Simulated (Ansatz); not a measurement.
Program: Ansatz. Geometries: PBE0-D4/def2-TZVP. ΔE: electronic, gas phase. CBS: MP2 limit from def2 TZ/QZ plus the TZ coupled-cluster correction, frozen cores. Functionals use def2-TZVPP. B3LYP here is the variant with VWN-RPA as its local correlation; programs differ in this. For Br outer-core shells are correlated without core-valence functions, which leaves a few kJ/mol of doubt a bond. Scalar relativity is left out up to krypton. One conformer a species, not always the lowest.

Consider the redistribution: `C[Si](N)(O)Br` + `C=C[SiH3]` → `C=C[Si](C)(N)O` + `[SiH3]Br`.

Question: Is it downhill or uphill in electronic energy at CCSD(T)/CBS, and by how much? (Estimate.)

Answer: The calculation gave: Uphill: ΔE = +4.6 kcal/mol.

Question: What do these levels give: PBE-D4, B3LYP, HF/def2-TZVPP, CCSD/def2-TZVPP, MP2/CBS(def2), CCSD/CBS(def2)? (Estimate.)

Answer: Ansatz gave: PBE-D4 5.5, B3LYP 5.1, HF/def2-TZVPP 4.7, CCSD/def2-TZVPP 4.3, MP2/CBS(def2) 5.0, CCSD/CBS(def2) 4.5 kcal/mol.

Largest T1 diagnostic among the species: 0.011.
